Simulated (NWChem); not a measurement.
System: CH7As2Ga; SMILES [Ga]([CH3])([AsH2])[AsH2]

NWChem input:

```
start job
memory heap 200 mb stack 900 mb global 1100 mb
geometry units angstroms noautosym nocenter noautoz
  Ga    -0.619995     0.013937    -0.011267
  As     0.608566     2.112031     0.049981
  H      1.644348     1.566832     1.025446
  H     -0.274912     2.670429     1.160949
  As     0.617960    -2.080172    -0.014062
  H      1.711442    -1.521869    -0.916335
  H     -0.190206    -2.629144    -1.185373
  C     -2.593917     0.003220    -0.022128
  H     -2.990520    -0.815516    -0.640983
  H     -3.007041     0.958458    -0.377912
  H     -2.950752    -0.154856     1.009673
end
basis spherical
  Ga library 6-31g*
  As library 6-31g*
  H library 6-31g*
  C library 6-31g*
end
dft
  xc hfexch
  iterations 150
end
property
  shielding
end
task dft property
```

All runs use the structure optimised with PBE0/def2-SVP.

GIAO values for the isolated, static molecule; σ is the absolute isotropic shielding, δ = σ(reference) − σ with the isolated reference molecule computed at the same levels (13C: tetramethylsilane, 1H: tetramethylsilane).

Atoms are numbered as in the input.

Q: Give the results of this calculation. (Hartree-Fock/6-31G* (spherical d), GIAO.) Quantities: σ Ga1 (ppm); σ As2 (ppm); δ H3 (ppm); σ As5 (ppm); δ H6 (ppm); δ C8 (ppm); δ H9 (rotor mean) (ppm).

A: 
```yaml
"σ Ga1 (ppm)": 1360.8
"σ As2 (ppm)": 2102.5
"δ H3 (ppm)": 2.05
"σ As5 (ppm)": 2101.4
"δ H6 (ppm)": 2.06
"δ C8 (ppm)": 4.9
"δ H9 (rotor mean) (ppm)": 0.44
```
